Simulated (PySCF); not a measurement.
C₅H₅FOSSi.
Structure used (GFN2-xTB), in Å, numbered top down from 1:
```
atom  x, y, z in Å
O1    -3.2280    1.1377    1.4657
C2    -2.8568    0.4803    0.5507
F3    -3.7904   -0.1167   -0.2658
C4    -1.5239    0.1736    0.1112
C5    -1.1206   -0.5952   -0.9595
C6     0.2706   -0.6626   -1.0676
C7     0.9391    0.0426   -0.0963
Si8    2.7997    0.2264    0.1419
S9    -0.1646    0.8101    0.9790
H10   -1.8121   -1.0801   -1.6255
H11    0.7823   -1.2133   -1.8367
H12    3.1444   -0.3075    1.4585
H13    3.4279   -0.5429   -0.9306
H14    3.1315    1.6471    0.0479
```

Computed with PySCF, TDDFT PBE0/def2-SVPD, vertical, gas phase, core orbitals frozen in the response.

Ground-to-excited transition dipoles (e·a0, same axes as the geometry; the sign carries no meaning), for the states with f of 0.002 or more among the lowest 7:

| state | E (eV) | μx | μy | μz |
| --- | --- | --- | --- | --- |
| S1 | 4.765 | 1.515 | 0.026 | 0.021 |
| S2 | 4.946 | -0.759 | 0.422 | 0.593 |
| S7 | 6.690 | 0.001 | -0.124 | 0.090 |

(1) Work out the oscillator strengths.

(2) The point group is Cs. Which irreducible representation does each state belong to?

(3) What angle do the transition dipoles of S1 and S2 make?

(4) What peak molar absorption coefficient would the strongest computed level give as a lone Gaussian band 0.4 eV wide at half height?

Results:

(1) f = (2/3) ΔE |μ|² with ΔE in hartree (27.2114 eV).

```csv
state,|μ|² (au),|μ| (D),f
S1,2.295,3.85,0.268
S2,1.106,2.67,0.134
S7,0.024,0.39,0.004
```

(2) From a totally symmetric ground state, an allowed state transforms like the component of the dipole operator along its μ. Polarised normal to the mirror plane, so A″: S7. Polarised in the mirror plane, so A′: S1 and S2.

(3) |cos θ| = |μa·μb| / (|μa| |μb|) = 0.71, so θ ≈ 45° (taken between 0 and 90°, since the signs are arbitrary).

(4) ε(max) = 2.175×10⁸ f / FWHM, with the width in cm⁻¹. S1: 2.175×10⁸ × 0.2679 / 3226 ≈ 18000 L mol⁻¹ cm⁻¹.

On an Arm Neoverse V1 with one thread, on a shared host, this took 48 s and 0.92 GiB of memory at its peak.

One conformer stands for the species.
